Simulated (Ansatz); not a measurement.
Cost and result up the ladder for Ag₁₂Bi (13 atoms). Charge 0, multiplicity 2. Geometry: PBE-D4/def2-SVP.

```xyz
13

Bi   -0.0859   -1.4439   -1.9901
Ag   -2.8130   -0.9603   -1.1197
Ag   -1.2773   -2.9039    0.2208
Ag    0.4793    3.2959   -0.7210
Ag   -3.9706    1.5592   -1.2954
Ag    1.3246    0.6382   -0.5965
Ag   -2.2401    3.6868   -0.9475
Ag    3.0481    0.0533    1.5220
Ag    2.8807    2.6076    0.4708
Ag    1.2575   -1.8822    0.5850
Ag   -1.2112    1.2372   -1.5770
Ag    0.2421   -3.7607    2.3836
Ag    2.3659   -2.1272    3.0650
```

Ansatz on 2 threads of AMD EPYC 7R13 on a shared host and a share (18 GiB) of an NVIDIA H100 80GB HBM3. Times are rough, and most runs start from the orbitals of an earlier one. PBE0-D4/def2-TZVP serves as the yardstick here, not as an exact answer. Differences are given only for rows in sets of like size (and for xTB, whose basis is part of the method), since another set adds its own error. Binding counts from free atoms at the same level (Bi quartet, Ag doublet; other spins of the atoms weren't run), without zero-point energy or a counterpoise term.

In the def2 sets Ag, Bi take a core potential; there is no spin–orbit coupling. HSE06 is defined as in plane-wave codes, on full-range PBE exchange. Correlated methods freeze 4 core orbitals; core or outer-core shells of Bi, Ag are correlated, in sets that lack core-valence functions. The rows differ in basis, and correlated rows in double-zeta sets carry the largest basis error. Single mean-field runs in def2-TZVP are fitted with def2-universal-jkfit. No other spin state of charge 0 was run. Another isomer (doublet) lies 1.06 eV lower at PBE0-D4/def2-TZVP; other spin states weren't run for this one.

Run but left out: MP2/def2-SVP (⟨S²⟩ 1.43, where a pure state has 0.75).

Correlated methods converge slowly with the basis, most of all in double-zeta sets.

| level | functions | wall time | binding energy per atom (eV) | difference from PBE0-D4/def2-TZVP (eV) |
| --- | --- | --- | --- | --- |
| PBE-D4/def2-SVP | 398 | 7 s | 1.78 | – |
| PBE-D4/def2-TZVP (with forces) | 530 | 8 s | 1.80 | 0.18 |
| PBE0-D4/def2-TZVP | 530 | 9 s | 1.62 | 0.00 |
| r2SCAN-D4/def2-TZVP | 530 | 10 s | 1.81 | 0.19 |
| PBE0-D4/def2-SVP | 398 | 10 s | 1.60 | – |
| HSE06-D4/def2-TZVP | 530 | 11 s | 1.62 | 0.00 |
| RPA@PBE/def2-SVP | 398 | 12 s | 1.73 | – |
